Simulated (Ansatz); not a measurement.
Consider the redistribution: `CBN[SiH3]` + `C=C(F)O[SiH2]C` → `C=C(F)O[SiH3]` + `CBN[SiH2]C`.

Isolated molecules relaxed with PBE0-D4/def2-TZVP in Ansatz; ΔE leaves out vibrations. CCSD(T)/CBS is the MP2 limit (def2-TZVPP, def2-QZVPP) plus CCSD(T) − MP2 in def2-TZVPP, frozen cores. Functionals use def2-TZVPP. B3LYP here is the variant with VWN-RPA as its local correlation; programs differ in this. One conformer a species, not always the lowest.

Problem. Is it downhill or uphill in electronic energy at CCSD(T)/CBS, and by how much? (Estimate.)

Solution. Computed: Uphill: ΔE = +0.04 eV.

Problem. What do these levels give: PBE-D4, B3LYP-D4, B3LYP, SCS-MP2/def2-TZVPP, CCSD(T)/def2-TZVPP, HF/CBS(def2)? (Estimate.)

Solution. Computed: PBE-D4 0.05, B3LYP-D4 0.04, B3LYP 0.05, SCS-MP2/def2-TZVPP 0.03, CCSD(T)/def2-TZVPP 0.04, HF/CBS(def2) 0.05 eV.

Largest T1 diagnostic among the species: 0.012.
